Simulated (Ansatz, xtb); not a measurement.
## Relative energy of two isomers of C7H7FS

Structure a: `Cc1cc(S)ccc1F`, a singlet. Structure b: `FCc1cccc(S)c1`, a singlet. Both are isolated molecules in the gas phase, relaxed with PBE-D3(BJ)/def2-SVP; the shapes shown needn't be the lowest conformers.

a (Å):

```yaml
atoms:
  - { symbol: C, position_ang: [2.0958, 1.5188, 0.7341] }
  - { symbol: C, position_ang: [0.8451, 0.6837, 0.6900] }
  - { symbol: C, position_ang: [-0.4429, 1.2485, 0.6797] }
  - { symbol: C, position_ang: [-1.6031, 0.4479, 0.6381] }
  - { symbol: C, position_ang: [-1.4705, -0.9558, 0.6063] }
  - { symbol: C, position_ang: [-0.1968, -1.5390, 0.6163] }
  - { symbol: C, position_ang: [0.9344, -0.7203, 0.6578] }
  - { symbol: F, position_ang: [2.1616, -1.2874, 0.6671] }
  - { symbol: S, position_ang: [-3.2488, 1.1242, 0.6245] }
  - { symbol: H, position_ang: [1.8569, 2.5989, 0.7544] }
  - { symbol: H, position_ang: [2.7060, 1.2801, 1.6297] }
  - { symbol: H, position_ang: [2.7412, 1.3213, -0.1466] }
  - { symbol: H, position_ang: [-0.5326, 2.3460, 0.7056] }
  - { symbol: H, position_ang: [-2.8746, 2.4324, 0.6490] }
  - { symbol: H, position_ang: [-2.3641, -1.5968, 0.5720] }
  - { symbol: H, position_ang: [-0.0680, -2.6306, 0.5923] }
```

b (Å):

```xyz
16

C     0.5149    0.3475    3.0803
C     0.2116    0.4931    1.6067
C    -0.0144    1.7597    1.0428
C    -0.3007    1.8657   -0.3270
C    -0.3656    0.7269   -1.1392
C    -0.1386   -0.5478   -0.5768
C     0.1504   -0.6550    0.7980
F     0.5921    1.5737    3.7150
S    -0.1976   -2.0499   -1.5250
H    -0.2785   -0.2579    3.5770
H     1.4819   -0.1879    3.2228
H     0.0383    2.6498    1.6839
H    -0.4781    2.8561   -0.7736
H    -0.5918    0.8260   -2.2118
H    -0.4841   -1.4626   -2.7191
H     0.3301   -1.6487    1.2402
```

Question: Which of the two would you expect CCSD(T)/def2-SVP + ΔMP2/def2-TZVPP electronic energies to favour?

Answer: Structure a; the calculation gives E(b) − E(a) = +3.6 kcal/mol.

Level by level:

| level | geometry | E(b) − E(a) (kcal/mol) | departure from the last row (kcal/mol) | job, with rough time for the two |
| --- | --- | --- | --- | --- |
| GFN2-xTB | GFN2-xTB | +5.1 | +1.6 | optimisation, 0.19 s |
| HF/STO-3G | GFN2-xTB | +8.8 | +5.2 | single point, 0.52 s |
| r2SCAN-D4/def2-SVP | GFN2-xTB | +6.2 | +2.6 | single point, 5 s |
| PBE-D3(BJ)/def2-SVP | PBE-D3(BJ)/def2-SVP | +6.6 | +3.0 | optimisation, 35 s |
| HF/def2-SVP | PBE-D3(BJ)/def2-SVP | +2.3 | −1.3 | part of the CCSD(T) run |
| MP2/def2-SVP | PBE-D3(BJ)/def2-SVP | +4.8 | +1.2 | part of the CCSD(T) run |
| CCSD(T)/def2-SVP | PBE-D3(BJ)/def2-SVP | +4.4 | +0.8 | single point |
| CCSD(T)/def2-SVP + ΔMP2/def2-TZVPP | PBE-D3(BJ)/def2-SVP | +3.6 |  | single point, 2.5 min |

As drawn, both hold the same kinds of bond in the same numbers. Structure a has 1 methyl group, b 0.

The levels shown agree on the order. The largest departure from CCSD(T)/def2-SVP + ΔMP2/def2-TZVPP is that of HF/STO-3G, 5.2 kcal/mol. The last row adds to CCSD(T) the change of the MP2 difference between the two basis sets, here −0.8 kcal/mol.

With thermal terms from frequencies at re-optimised GFN2-xTB minima (ideal gas, soft modes damped towards free rotors, one conformer each, 298.15 K, 1 atm): the zero-point term adds +0.2 kcal/mol; ΔH is +3.6 and ΔG +4.0 kcal/mol.

The correlated steps freeze 13 core orbitals. Codes used: Ansatz 0.2.0, xtb 6.7.1; the last row on 4 threads of Arm Neoverse V2 on a shared host.
